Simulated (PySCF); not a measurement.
Cartesian coordinates (Å):
```xyz
10

Y      0.0532    -0.0670     0.1167
N      1.0792     1.7128    -0.5422
H      1.1289     2.6223    -0.0618
H      1.6252     1.8381    -1.4064
N      0.1069    -1.8518    -1.0945
H     -0.3404    -2.7585    -0.8987
H      0.5866    -1.9812    -1.9966
N     -1.0314    -0.0575     1.9819
H     -1.1304     0.7250     2.6440
H     -1.5628    -0.8320     2.4040
```
Charge 0, spin multiplicity 1.

Question: What charge on the central atom (Mulliken), HOMO–LUMO gap, total energy, HOMO, LUMO and dipole moment does PBE-D3(BJ)/def2-TZVP // PBE-D3(BJ)/def2-SVP in PySCF 2.14.0 give?

Answer: 
charge on the central atom (Mulliken): 1.28 e
HOMO–LUMO gap: 3.13 eV
total energy: -5610.30 eV
HOMO: -4.97 eV
LUMO: -1.84 eV
dipole moment: 0.01 D
